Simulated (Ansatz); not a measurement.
`[SiH3]C#[C][GeH3]`, charge 0, multiplicity 1.

Question: Give a relaxed structure at PBE0-D4/def2-TZVP (Ansatz 0.2.0). (Estimate.)

Answer: The calculation gave: 
```xyz
10

Si    1.198    1.535    1.503
C     0.309    0.395    0.393
C    -0.282   -0.363   -0.348
Ge   -1.207   -1.547   -1.514
H     0.265    2.039    2.540
H     2.321    0.816    2.152
H     1.727    2.675    0.715
H    -2.620   -1.771   -0.964
H    -0.440   -2.873   -1.572
H    -1.272   -0.907   -2.905
```
Point group C3v.
This is one stationary point; other conformers may exist.
